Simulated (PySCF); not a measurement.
CH4SSeZn. Atoms are numbered in the order given.

```xyz
8

Zn     0.0096     0.0959    -0.3008
S     -1.0313    -0.1050    -2.2006
C     -2.3141    -1.3312    -1.7538
H     -1.8810    -2.2910    -1.4397
H     -2.9072    -1.5067    -2.6622
H     -2.9911    -0.9596    -0.9721
Se     1.1075     0.2983     1.6981
H      0.2201     1.4059     2.0934
```

Geometry optimised at PBE0-D3(BJ)/def2-SVP. The structure was generated by enumeration; whether it is a known compound was not checked. One conformer was computed; it need not be the lowest.

All values below come from TDDFT-PBE/def2-SVPD (PySCF).

Vertical excitations. The molecule is in vacuum.

```csv
state,energy (eV),λ (nm),f,main pairs
S1,3.97,312,0.010,HOMO→LUMO 99 %
S2,4.27,291,0.028,HOMO−1→LUMO 99 %
S3,4.39,283,0.001,HOMO→LUMO+1 99 %
S4,4.65,267,0.013,HOMO→LUMO+2 85 %
S5,4.74,261,0.000,HOMO−1→LUMO+2 97 %
S6,4.81,258,0.009,HOMO−1→LUMO+1 87 %
S7,5.20,238,0.012,HOMO→LUMO+3 90 %
S8,5.52,225,0.004,HOMO−2→LUMO+1 88 %
S9,5.57,223,0.039,"HOMO−1→LUMO+3 59 %, HOMO−2→LUMO+2 25 %"
S10,5.58,222,0.057,"HOMO−2→LUMO+2 53 %, HOMO−1→LUMO+3 32 %, HOMO−2→LUMO 11 %"
T1,3.70,335,0,HOMO→LUMO 99 %
T2,3.96,313,0,HOMO−1→LUMO 100 %
T3,4.19,296,0,HOMO→LUMO+1 98 %
T4,4.23,293,0,HOMO→LUMO+2 95 %
```
Triplets are in the Tamm–Dancoff approximation, which puts them higher than full response would, so one can lie above its singlet here.
